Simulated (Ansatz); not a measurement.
Molecule: SiS (charge -1, doublet). 
Geometry from a B3LYP-D3(BJ)/def2-TZVP (Ansatz, a quantum-chemistry and plane-wave program) optimisation:
```
Si
S 1 2.0417
```
Charge -1, spin multiplicity 2.

Basis-set convergence of Hartree-Fock and MP2 correlation energies (hartree) with Ansatz. Correlated levels leave the core frozen unless marked. UHF or UKS for open shells. No spin-orbit coupling. Non-relativistic.

```json
[
 {"basis": "aug-cc-pV(D+d)Z", "functions": "64", "E(HF)": "-686.49816", "E(corr, MP2)": "-0.22130"},
 {"basis": "aug-cc-pV(T+d)Z", "functions": "110", "E(HF)": "-686.51699", "E(corr, MP2)": "-0.27160"},
 {"basis": "aug-cc-pV(Q+d)Z", "functions": "178", "E(HF)": "-686.52184", "E(corr, MP2)": "-0.29194"}
]
```

Extrapolating the two largest sets (X = 3 and 4) as X^-3: E(corr) = (64·(-0.29194) - 27·(-0.27160))/37 = -0.3068 Eh, an estimate of the basis-set limit. The largest set recovers 95.2 % of it, the smallest 72.1 %.
